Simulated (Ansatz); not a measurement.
```yaml
crystal:
  periodic: [false, false, false]
  atoms:
    - {symbol: B, position_ang: [-0.003451, -2.258484, -3.209516]}
    - {symbol: As, position_ang: [-2.094478, -1.000101, -4.012715]}
    - {symbol: As, position_ang: [-0.001334, -2.189917, -0.598628]}
    - {symbol: B, position_ang: [-2.146943, -1.083872, 0.336427]}
    - {symbol: B, position_ang: [0.000263, -2.365940, 3.824964]}
    - {symbol: As, position_ang: [-2.022191, -1.024505, 2.937245]}
    - {symbol: B, position_ang: [-2.565932, 1.376741, -3.168552]}
    - {symbol: As, position_ang: [-2.087918, 1.324114, -0.617335]}
    - {symbol: B, position_ang: [-2.134460, 1.398982, 3.827861]}
    - {symbol: As, position_ang: [2.085368, -0.998918, -4.017254]}
    - {symbol: B, position_ang: [2.146677, -1.086766, 0.334245]}
    - {symbol: As, position_ang: [2.023870, -1.027509, 2.935245]}
    - {symbol: B, position_ang: [2.566458, 1.375154, -3.170083]}
    - {symbol: As, position_ang: [2.090138, 1.321538, -0.618756]}
    - {symbol: B, position_ang: [0.002245, 2.584130, 0.236881]}
    - {symbol: B, position_ang: [2.139967, 1.395674, 3.826202]}
    - {symbol: As, position_ang: [0.003197, 2.481914, 2.853254]}
    - {symbol: H, position_ang: [-0.003068, -3.678243, -3.746614]}
    - {symbol: H, position_ang: [-3.534606, -2.163447, -3.654735]}
    - {symbol: H, position_ang: [-2.141780, -1.078360, -5.904922]}
    - {symbol: H, position_ang: [-0.002223, -4.010289, -0.103294]}
    - {symbol: H, position_ang: [-3.375233, -1.826592, -0.171979]}
    - {symbol: H, position_ang: [-0.001177, -3.774704, 3.235691]}
    - {symbol: H, position_ang: [0.001239, -2.307781, 5.348921]}
    - {symbol: H, position_ang: [-3.595111, -1.927219, 3.486915]}
    - {symbol: H, position_ang: [-4.038753, 1.667027, -3.419178]}
    - {symbol: H, position_ang: [-1.597849, 2.293297, -3.896771]}
    - {symbol: H, position_ang: [-3.566518, 2.199506, 0.159503]}
    - {symbol: H, position_ang: [-3.385911, 2.097711, 3.305593]}
    - {symbol: H, position_ang: [-1.999225, 1.367052, 5.347282]}
    - {symbol: H, position_ang: [2.125170, -1.072901, -5.909780]}
    - {symbol: H, position_ang: [3.525477, -2.164820, -3.667687]}
    - {symbol: H, position_ang: [3.373485, -1.831096, -0.175429]}
    - {symbol: H, position_ang: [3.595843, -1.932481, 3.483881]}
    - {symbol: H, position_ang: [1.602508, 2.297544, -3.896257]}
    - {symbol: H, position_ang: [4.040582, 1.658505, -3.421149]}
    - {symbol: H, position_ang: [3.570187, 2.194867, 0.157651]}
    - {symbol: H, position_ang: [0.003024, 4.011509, -0.284138]}
    - {symbol: H, position_ang: [2.005491, 1.363476, 5.345685]}
    - {symbol: H, position_ang: [3.392131, 2.092790, 3.303505]}
    - {symbol: H, position_ang: [0.004801, 4.302402, 3.377844]}
basis:
  gaussian: {orbitals: "6-31G*", fitting: {mean_field: def2-universal-jkfit}, nuclear_model: gaussian}
total_charge: -1
magnetization: {spin_polarized: true, initial_magnetization: 2}
hamiltonian: {xc: {name: revPBE}, pseudopotentials: {relativity: none}}
scf: {lower_state_search: off}
output: {forces: true}
```

```sh
$ ansatz run in.yaml --threads 2 --pin off --events-out ev --progress --plain --max-ram 22528MiB --backend cuda --devices 0, --max-vram 18GiB
```

Shortened log:

```
Functional definition: revPBE
3235 factors; integrals over basis functions are off by at most 1.2e-1 eV
mean field evaluation 1: about -493071.7339 eV, gradient 3.6e1 eV
mean field evaluation 2: about -492949.3575 eV, gradient 1.3e2 eV
mean field evaluation 4: about -493068.9271 eV, gradient 3.0e1 eV
mean field evaluation 8: about -493078.3024 eV, gradient 1.0e-1 eV
mean field evaluation 16: about -493078.3461 eV, gradient 2.2e-1 eV
mean field -493078.35023951 eV, -18120.2951507921 hartree, gradient 2.6e-6 eV, S^2 2.010561; 0 other end points of the search recorded, 0 dependent functions left out
reference -493078.35034922 eV, -18120.2951548240 hartree; 168, 166 occupied and 295, 297 virtual orbitals, 3235 factors
Total energy: -493078.35034922 eV, -18120.2951548240 hartree
Atom 0 force    -0.000155    -1.565475    -0.726813 eV/Å
Atom 1 force    -0.648250    -0.924795    -0.630629 eV/Å
Atom 2 force    -0.001090    -0.560651     0.447194 eV/Å
Atom 3 force    -1.227527    -0.790303    -0.931956 eV/Å
Atom 4 force     0.000550    -1.682885     0.761708 eV/Å
Atom 5 force    -0.462448    -0.199698     0.315041 eV/Å
Atom 6 force    -0.783780     1.419912    -1.449138 eV/Å
Atom 7 force    -0.596105     0.170469     0.929966 eV/Å
Atom 8 force    -1.374421     0.768827     0.877988 eV/Å
Atom 9 force     0.647486    -0.925857    -0.637146 eV/Å
Atom 10 force     1.225874    -0.789898    -0.933559 eV/Å
Atom 11 force     0.461252    -0.201853     0.316283 eV/Å
Atom 12 force     0.791511     1.419563    -1.447153 eV/Å
Atom 13 force     0.596438     0.168568     0.930293 eV/Å
Atom 14 force     0.000437     1.428458    -0.992097 eV/Å
Atom 15 force     1.374959     0.768058     0.877665 eV/Å
Atom 16 force     0.001913     0.558769     0.514075 eV/Å
Atom 17 force    -0.000939     3.022518     1.150054 eV/Å
Atom 18 force     1.914855     1.590710    -0.561306 eV/Å
Atom 19 force    -0.043392     0.070559     2.315900 eV/Å
Atom 20 force     0.000944     2.276663    -0.542713 eV/Å
Atom 21 force     2.654059     1.610912     1.192869 eV/Å
Atom 22 force     0.003152     3.207920     1.189019 eV/Å
Atom 23 force    -0.002422     0.136641    -3.289747 eV/Å
Atom 24 force     2.057991     1.185062    -0.732691 eV/Å
Atom 25 force     3.170062    -0.718412     0.685621 eV/Å
Atom 26 force    -1.983896    -2.126267     1.705005 eV/Å
Atom 27 force     1.923434    -1.143636    -1.028824 eV/Å
Atom 28 force     2.835848    -1.589434     1.047736 eV/Å
Atom 29 force    -0.090409    -0.031513    -3.280885 eV/Å
Atom 30 force     0.052650     0.065214     2.316982 eV/Å
Atom 31 force    -1.915010     1.594157    -0.550155 eV/Å
Atom 32 force    -2.650438     1.614528     1.195586 eV/Å
Atom 33 force    -2.056818     1.187690    -0.731248 eV/Å
Atom 34 force     1.974377    -2.139011     1.700258 eV/Å
Atom 35 force    -3.173086    -0.703161     0.686309 eV/Å
Atom 36 force    -1.925098    -1.140854    -1.028513 eV/Å
Atom 37 force    -0.001906    -3.040072     1.236725 eV/Å
Atom 38 force     0.089023    -0.031283    -3.280751 eV/Å
Atom 39 force    -2.837650    -1.585572     1.048651 eV/Å
Atom 40 force    -0.001973    -2.374571    -0.665608 eV/Å
Dipole moment:    -0.001171    -0.326063    -0.599136 e Å
Checks for a lower state left out: stability, starts, cluster_reference, orbital_swaps, neighbouring_geometries, increment
```

Run time 16 s (2 threads of AMD EPYC 7R13 on a shared host and a share (18 GiB) of an NVIDIA H100 80GB HBM3), peak host memory 1.1 GiB.

The 6-31G sets use Cartesian d functions. The highest occupied level of an anion often lies above zero with these methods, and sets without diffuse functions describe the outer electron poorly.

The dipole of an ion depends on the origin.
